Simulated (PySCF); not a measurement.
**Mg (magnesium, neutral) across methods**

[Ne] 3s1 3p1, high-spin 3P determinant (an excited configuration). All numbers are calculated (PySCF 2.14, the non-relativistic Hamiltonian (point nucleus), in aug-cc-pVTZ (6s5p3d2f, 50 functions)).

| method | E (hartree) | mean ε 2p β (eV) | mean ε 3s α (eV) | mean ε 3p α (eV) | Σ⟨r²⟩ (bohr²) | ⟨S²⟩ |
| --- | --- | --- | --- | --- | --- | --- |
| TPSS | -199.9934 | -48.795 | -5.970 | -2.495 | 34.86 | 2.000 |
| PBE | -199.8529 | -48.463 | -6.001 | -2.487 | 35.18 | 2.000 |
| r2SCAN | -199.9526 | -49.800 | -6.184 | -2.566 | 34.78 | 2.000 |
| wB97X-V | -199.9372 | -54.714 | -8.978 | -4.852 | 34.83 | 2.000 |
| MN15 | -199.8648 | -53.932 | -7.098 | -2.763 | 39.29 | 2.000 |
| LDA | -199.0279 | -48.591 | -6.109 | -2.443 | 35.41 | 2.000 |
| PBE0 | -199.8742 | -52.457 | -6.908 | -3.169 | 34.83 | 2.000 |
| B3LYP | -199.9954 | -51.846 | -6.696 | -2.927 | 34.99 | 2.000 |

(1) Estimate the same row for UHF.

Answers

(1) E (hartree) = -199.54750; mean ε 2p β (eV) = -63.454; mean ε 3s α (eV) = -9.283; mean ε 3p α (eV) = -5.004; Σ⟨r²⟩ (bohr²) = 35.22; ⟨S²⟩ = 2.000.
